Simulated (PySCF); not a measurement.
CaF2 (SMILES [F][Ca][F]), singlet, geometry from GFN2-xTB (such geometries of metal compounds can be far from the true shape); B3LYP5/6-31G** (PySCF).

Input for PySCF:
```python
from pyscf import gto, scf, dft

mol = gto.Mole()
mol.atom = '''
    Ca    0.484637   -0.079697   -0.181770
    F    -0.725348    1.235638   -0.799189
    F    -0.351624   -1.058533    1.203122
'''
mol.basis = '6-31g**'
mol.charge = 0
mol.spin = 0
mol.verbose = 4
mol.build()

mf = dft.RKS(mol)
mf.xc = 'b3lyp5'
mf.kernel()
```

**Question.** Predict the main parts of the log of this PySCF run.

**Answer.** 
```
PySCF version 2.14.0

[INPUT] verbose = 4
[INPUT] num. atoms = 3
[INPUT] num. electrons = 38
[INPUT] charge = 0
[INPUT] spin (= nelec alpha-beta = 2S) = 0
[INPUT] symmetry False subgroup None
[INPUT] Mole.unit = angstrom
[INPUT] Symbol           X                Y                Z      unit          X                Y                Z       unit  Magmom
[INPUT]  1 Ca     0.484637000000  -0.079697000000  -0.181770000000 AA    0.915831199831  -0.150605502949  -0.343495517662 Bohr   0.0
[INPUT]  2 F     -0.725348000000   1.235638000000  -0.799189000000 AA   -1.370709065001   2.335017409105  -1.510248331765 Bohr   0.0
[INPUT]  3 F     -0.351624000000  -1.058533000000   1.203122000000 AA   -0.664473058824  -2.000337463814   2.273571074439 Bohr   0.0

nuclear repulsion = 114.720920316145
number of shells = 22
number of NR pGTOs = 129
number of NR cGTOs = 50
basis = 6-31g**
ecp = {}

******** <class 'pyscf.dft.rks.RKS'> ********
method = RKS
initial guess = minao
damping factor = 0
level_shift factor = 0
DIIS = <class 'pyscf.scf.diis.CDIIS'>
diis_start_cycle = 1
diis_space = 8
diis_damp = 0
SCF conv_tol = 1e-09
SCF conv_tol_grad = None
SCF max_cycles = 50
direct_scf = True
direct_scf_tol = 1e-13
XC library pyscf.dft.libxc version 7.1.2
    S. Lehtola, C. Steigemann, M. J. T. Oliveira, and M. A. L. Marques,  SoftwareX 7, 1–5 (2018)
XC functionals = b3lyp5
    P. A. M. Dirac,  Math. Proc. Cambridge Philos. Soc. 26, 376 (1930)
    F. Bloch,  Z. Phys. 57, 545 (1929)
    A. D. Becke,  Phys. Rev. A 38, 3098 (1988)
    C. Lee, W. Yang, and R. G. Parr,  Phys. Rev. B 37, 785 (1988)
    B. Miehlich, A. Savin, H. Stoll, and H. Preuss,  Chem. Phys. Lett. 157, 200 (1989)
    S. H. Vosko, L. Wilk, and M. Nusair,  Can. J. Phys. 58, 1200 (1980)
radial grids:
    Treutler-Ahlrichs [JCP 102, 346 (1995); DOI:10.1063/1.469408] (M4) radial grids

becke partition: Becke, JCP 88, 2547 (1988); DOI:10.1063/1.454033
pruning grids: <function nwchem_prune>
grids dens level: 3
symmetrized grids: False
atomic radii adjust function: <function treutler_atomic_radii_adjust>
small_rho_cutoff = 0
Set gradient conv threshold to 3.16228e-05
Initial guess from minao.
tot grids = 48952
init E= -877.017930335666
  HOMO = -0.539484803460603  LUMO = -0.122202861126684  gap/eV = 11.35482
cycle= 1 E= -876.911053461546  delta_E= 0.107  |g|= 1.17  |ddm|= 1.74
  HOMO = -0.0436604016946478  LUMO = -0.0364308380345784  gap/eV = 0.19673
cycle= 2 E= -873.85419911494  delta_E= 3.06  |g|= 3.65  |ddm|= 3.68
  HOMO = -0.332915975861918  LUMO = -0.0783542401849808  gap/eV = 6.92698
cycle= 3 E= -877.135545454078  delta_E= -3.28  |g|= 0.199  |ddm|= 3.33
  HOMO = -0.259251908577474  LUMO = -0.0840539985533058  gap/eV = 4.76738
cycle= 4 E= -877.14723360263  delta_E= -0.0117  |g|= 0.0173  |ddm|= 0.287
  HOMO = -0.262156607890988  LUMO = -0.0818556263909067  gap/eV = 4.90624
cycle= 5 E= -877.14729593176  delta_E= -6.23e-05  |g|= 0.00524  |ddm|= 0.0143
  HOMO = -0.263309194232022  LUMO = -0.0820941496136247  gap/eV = 4.93111
cycle= 6 E= -877.147300484073  delta_E= -4.55e-06  |g|= 0.00112  |ddm|= 0.00322
  HOMO = -0.263527810788048  LUMO = -0.0821429901645718  gap/eV = 4.93573
cycle= 7 E= -877.147300708982  delta_E= -2.25e-07  |g|= 0.000154  |ddm|= 0.00084
  HOMO = -0.263547442919458  LUMO = -0.082143932017793  gap/eV = 4.93624
cycle= 8 E= -877.147300712462  delta_E= -3.48e-09  |g|= 8.23e-05  |ddm|= 0.000129
  HOMO = -0.263555120022283  LUMO = -0.082144024116261  gap/eV = 4.93645
cycle= 9 E= -877.147300713646  delta_E= -1.18e-09  |g|= 2.74e-06  |ddm|= 5.98e-05
  HOMO = -0.263554983033183  LUMO = -0.0821437623534291  gap/eV = 4.93645
cycle= 10 E= -877.147300713652  delta_E= -5.68e-12  |g|= 4.31e-07  |ddm|= 3.48e-06
  HOMO = -0.263555050433167  LUMO = -0.0821437629943387  gap/eV = 4.93645
Extra cycle  E= -877.147300713648  delta_E= 3.3e-12  |g|= 3.03e-07  |ddm|= 7.22e-07
converged SCF energy = -877.147300713648
```
